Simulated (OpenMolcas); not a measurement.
B: effect of the level shift or regulariser

```yaml
Program: OpenMolcas 26.06
Basis: ANO-RCC-VDZP [3s2p1d]
Scalar_Hamiltonian: DKH2, point nucleus
Active_space: 3 electrons in 4 orbitals (2s 2p)
State_averaging: 2S+1 = 4 odd, 1 root (0 in the spin-orbit step); 2S+1 = 2 odd, 3 roots; 2S+1 = 4 even, 3 roots; 2S+1 = 2 even, 5 roots
Spin-orbit_coupling: state interaction with AMFI integrals over the reference wave functions, term energies averaged over their components
```

Methods on the same reference wave functions:
A. CASSCF
B. SS-CASPT2, IPEA 0.25 Eh, imaginary shift 0.1 Eh (closed shells correlated: 1s)
C. SS-CASPT2, IPEA 0.25 Eh, imaginary shift 0.3 Eh (closed shells correlated: 1s)

Energies in cm⁻¹ above 2s² 2p ²P°_1/2, the measured ground level; measured values from NIST Handbook of Basic Atomic Spectroscopic Data.

| Level | A | B | C | Measured |
| --- | --- | --- | --- | --- |
| 2s² 2p ²P°_1/2 | 0.0 | 0.0 | 0.0 | 0.0 |
| 2s² 2p ²P°_3/2 | 14.4 | 14.4 | 14.4 | 15.3 |
| 2s 2p² ⁴P_1/2 | 24110 | 26590 | 26580 | 28870 |
| 2s 2p² ⁴P_3/2 | 24115 | 26590 | 26590 | 28875 |
| 2s 2p² ⁴P_5/2 | 24123 | 26600 | 26600 | 28881 |
| 2s 2p² ²D_3/2 | 55018 | 51220 | 51260 | 47857 |
| 2s 2p² ²D_5/2 | 55018 | 51220 | 51260 | 47857 |

Deviations, from unrounded energies. A percentage is the sum of absolute deviations over the sum of measured energies, with the sign that they share, or ± where signs differ.

```csv
Against measurement,Levels,A,B,C
mean absolute deviation (cm-1),6,4800,2300,2300
fine structure of the ground term (%),1,-5.8,-5.8,-5.8
other configurations (%),5,±15.7,±7.5,±7.5
```

B, C lie about equally close to measurement and A furthest from it. The largest miss of B in the table is 2s 2p² ²D_5/2, by +3400 cm-1. The ranking rests on the paired levels alone, and a cruder setting can come out closer through cancelling errors.

Between B and C the level of the table that moves most is 2s 2p² ²D_3/2, by 40 cm-1 (lowest in B, highest in C). Moves below CASPT2's spread within the term are not significant.

The mean deviations of B to C differ by less than CASPT2's widest spread within a term (370 cm-1), so their order carries little weight.

The lowest spin-free term lies below A's lowest term by 0.025 hartree in B, 0.025 hartree in C.

CASPT2 does not keep the components of a term degenerate, so their means are used; among the terms shown or strongly mixed into the levels shown the widest spread is 370 cm-1 (2s 2p² ²D, B). Without dynamic correlation excited terms often stand tens of per cent too high (terms of higher spin than the ground term too low), and those without a measured partner can miss by more than the paired ones (holds for A). Computed and measured levels are paired by configuration, term and J; levels that our copy of the source lacks, or whose pairing is in doubt (as where it misses far off the trend of its configuration), stay unpaired and out of the deviations. Only configurations of the active space appear.

° marks odd parity.
